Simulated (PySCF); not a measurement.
Problem. Give a PBE0-D3(BJ)/def2-SVP geometry of `C=CCC[As](C)C`.

Solution. 
```
atom  x, y, z in Å
C1     2.6427   -1.0255   -1.5666
C2     1.7789   -0.0409   -1.3148
C3     1.6896    0.7258   -0.0322
C4     0.4059    0.4708    0.7587
As5   -1.2684    0.9242   -0.2025
C6    -1.6910   -0.8636   -0.9053
C7    -2.4388    0.8249    1.3733
H8     3.3777   -1.3407   -0.8179
H9     2.6530   -1.5497   -2.5260
H10    1.0627    0.2450   -2.0972
H11    2.5616    0.4854    0.5995
H12    1.7548    1.8049   -0.2608
H13    0.4058    1.0934    1.6683
H14    0.3499   -0.5816    1.0836
H15   -0.9673   -1.1388   -1.6852
H16   -2.6960   -0.8492   -1.3522
H17   -1.6604   -1.6225   -0.1086
H18   -2.2431   -0.0840    1.9627
H19   -2.2768    1.7087    2.0077
H20   -3.4897    0.8230    1.0490
```

Orientation and origin are arbitrary. Atoms count from 1 in this order. Of the pairs four or more bonds apart, As5···H10 is among the closest relative to their van der Waals radii: 3.08 Å, 101 % of the sum of Bondi's values. As5 (arsenic bonded to 3 C) is pyramidal (angles 98.4°, 96.5° and 95.9°, sum 290.8°, 0.99 Å off the plane of its three neighbours). The C–C distances run from 1.334 Å (C1=C2, drawn double) to 1.529 Å (C3–C4, drawn single), a spread of 0.195 Å.

Bonds between heavy atoms (Å): C1=C2 1.334, C2–C3 1.497, C3–C4 1.529, C4–As5 1.983, As5–C6 1.967, As5–C7 1.965.

Method: PBE0-D3(BJ)/def2-SVP geometry optimisation, gas phase (PySCF 2.14.0).

Point group: C1 (no symmetry element, even within 0.4 Å). Whether it is a minimum is left open (no frequencies). The numbers are those of one conformer (C1–C2–C3–C4 -112°, C2–C3–C4–As5 -60°, C3–C4–As5–C6 95°).

Time: 4.9 min; peak memory 0.77 GiB. Hardware: one thread, Arm Neoverse N1 (aarch64), no GPU, on a shared host. This is the geometry optimisation.
